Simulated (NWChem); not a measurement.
System: C$_{2}$H$_{7}$S cation; SMILES CC[SH2+]

```xyz
10

C      0.3650    -1.6850     0.0000
C     -0.6639    -0.5756     0.0000
S      0.0286     1.1522     0.0000
H      1.0050    -1.6685    -0.9046
H      1.0050    -1.6685     0.9046
H     -0.1821    -2.6503     0.0000
H     -1.3209    -0.5631    -0.8950
H     -1.3209    -0.5631     0.8950
H      0.9640     1.0212     0.9973
H      0.9640     1.0212    -0.9973
```
Atoms are numbered in this order, from 1.

All runs: NWChem. Geometry optimised at PBE-D3(BJ)/def2-SVP; all other runs use it. Pople sets run with spherical d functions.

```tsv
quantity	level	value
vertical, lowest excitation, singlet (eV)	B3LYP/6-31+G*, TDA	[?]
orbital gap (eV)	MPW1K/def2-SVP	11.28
cavity-dispersion-structure term (kcal/mol) in water	PBE0/def2-SVP, SMD	[?]
charge (e), ESP S3	B3LYP/def2-SVP	0.17
highest harmonic frequency (cm⁻¹)	PBE-D3(BJ)/def2-SVP	3092
```

**Question.** Some entries are withheld; supply them.

**Answer.** 
- vertical, lowest excitation, singlet (eV), value: 7.75
- cavity-dispersion-structure term (kcal/mol) in water, value: 2.7
